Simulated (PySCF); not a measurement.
# Telling isomers of C7H7FO2 apart by NMR

No relativistic terms, single conformer, one averaged value for each set of equivalent atoms, no solvent model. GFN2-xTB geometry; shieldings: GIAO PBE0/pcSseg-1; PySCF.

Chemical shifts δ = σref − σ; 1H (31.72 ppm), 13C (186.93 ppm) against TMS, all at this level. Splittings of carbon signals by F and P are missing where no couplings were computed. Where no couplings were computed, multiplicities follow the n + 1 count of equivalent neighbours, and m marks all less simple cases (inequivalent or close neighbours, rings, F or P nearby). Shifts are as computed. Against solution values, carbons near 30 ppm lie about +3 ppm off and those near 130 ppm about +5 ppm (rms about the fit 2.1 ppm; single classes can miss by 10 ppm). Of 1328 compounds with measured shifts, 309 miss one by over three times the rms of a fit or turn the order of signals round; such compounds aren't used in these exercises. Signals without a measured value on file couldn't be tested in this way; 1H shifts scatter by 0.2 ppm about their fit, and single ones miss by 0.5 ppm.

(1) Tabulate the signals of `Cc1cc(C(=O)F)oc1C`, `C=C[C@@H]1OC(=O)C(C)=C1F` and their relative energies.

(2) What is the quickest way to tell Cc1cc(C(=O)F)oc1C from C=C[C@@H]1OC(=O)C(C)=C1F?

## Answers

(1) 
```tsv
SMILES	carbon types	δC	δH	E rel. (kcal/mol)
Cc1cc(C(=O)F)oc1C	4×C 1×CH 2×CH3	164.7, 155.6, 143.1, 136.1, 125.7, 14.4, 11.9	7.45 (m, 1H), 2.49 (s, 3H), 2.25 (s, 3H)	0.0
C=C[C@@H]1OC(=O)C(C)=C1F	3×C 2×CH 1×CH2 1×CH3	185.8, 174.4, 143.3, 128.6, 113.9, 82.9, 9.1	5.82 (m, 1H), 5.82 (m, 1H), 5.74 (m, 1H), 5.08 (m, 1H), 1.97 (s, 3H)	22.1
```

Energies are electronic energies at PBE0/pcSseg-1 on these geometries, without zero-point or thermal terms, each for the one conformer computed, which needn't be the lowest.

(2) Both give the same number of carbon signals, but DEPT or the intensities differ. The first has a substituted aromatic carbon next to the ring oxygen (C) at 143.1 ppm, the second a terminal =CH2 carbon at 128.6 ppm. Their most deshielded carbons lie at 164.7 and 185.8 ppm. In the proton spectra the most deshielded non-exchanging signals are 7.45 (m, 1H) and 5.82 (m, 1H).
